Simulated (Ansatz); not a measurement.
Ge₁₄H₂₀, a nanocrystal cut from cubic germanium. The state is a triplet with charge 0. Geometry PBE-D4/def2-SVP, that of the neutral singlet; atoms count from 1.

```tsv
atom	x (Å)	y (Å)	z (Å)
Ge1	-2.066	2.704	-1.409
Ge2	1.123	-3.435	-0.727
Ge3	-2.060	-1.100	-0.120
Ge4	1.130	0.344	-2.022
Ge5	1.318	3.385	0.598
Ge6	1.318	-0.420	1.884
Ge7	-1.876	1.934	2.509
Ge8	1.879	-1.936	-2.507
Ge9	-1.316	0.423	-1.889
Ge10	-1.125	3.435	0.728
Ge11	-1.320	-3.385	-0.597
Ge12	2.064	-2.704	1.410
Ge13	-1.127	-0.345	2.017
Ge14	2.061	1.103	0.114
H15	-3.622	2.743	-1.348
H16	-1.604	3.661	-2.548
H17	1.598	-4.890	-1.035
H18	-3.619	-1.060	-0.036
H19	1.609	1.306	-3.156
H20	1.811	4.348	-0.524
H21	1.933	3.863	1.948
H22	1.915	0.054	3.247
H23	-3.430	1.967	2.614
H24	-1.290	2.396	3.876
H25	1.299	-2.400	-3.877
H26	3.433	-1.968	-2.605
H27	-1.915	-0.050	-3.252
H28	-1.601	4.889	1.037
H29	-1.937	-3.870	-1.943
H30	-1.812	-4.340	0.531
H31	1.594	-3.656	2.550
H32	3.620	-2.751	1.352
H33	-1.605	-1.310	3.149
H34	3.620	1.065	0.031
```

Single mean-field runs in def2-TZVP are fitted with def2-universal-jkfit. At PBE0-D4/def2-TZVP a singlet of charge 0 lies 5.03 eV below the triplet at the same geometry.

Q: Estimate the Mulliken populations of the heavy atoms from the PBE0/def2-TZVP orbitals of Ansatz.

A: 
```csv
atom,charge (e),spin (α − β)
Ge1,0.06,0.05
Ge2,-0.16,0.01
Ge3,-0.06,0.04
Ge4,-0.06,0.03
Ge5,0.06,0.05
Ge6,-0.06,0.04
Ge7,0.06,0.05
Ge8,0.03,0.10
Ge9,-0.08,0.18
Ge10,-0.16,0.11
Ge11,0.03,0.11
Ge12,0.03,0.11
Ge13,-0.08,0.18
Ge14,-0.08,0.18
```
Mulliken values depend strongly on the basis.

Q: Where does the spin sit?

A: Summed by element: Ge 1.24, H 0.76, of 2 unpaired in all. Largest on single atoms: Ge13 0.18, Ge14 0.18, Ge9 0.18.

Q: And the Mayer bond orders between heavy atoms (over 0.3)?

A: Ge1–Ge9 0.77 (2.45 Å); Ge1–Ge10 0.86 (2.45 Å); Ge2–Ge8 0.86 (2.45 Å); Ge2–Ge11 0.86 (2.45 Å); Ge2–Ge12 0.86 (2.45 Å); Ge3–Ge9 0.86 (2.45 Å); Ge3–Ge11 0.73 (2.45 Å); Ge3–Ge13 0.86 (2.45 Å); Ge4–Ge8 0.74 (2.45 Å); Ge4–Ge9 0.86 (2.45 Å); Ge4–Ge14 0.86 (2.45 Å); Ge5–Ge10 0.86 (2.45 Å); Ge5–Ge14 0.77 (2.45 Å); Ge6–Ge12 0.73 (2.45 Å); Ge6–Ge13 0.86 (2.45 Å); Ge6–Ge14 0.86 (2.45 Å); Ge7–Ge10 0.86 (2.45 Å); Ge7–Ge13 0.76 (2.45 Å).
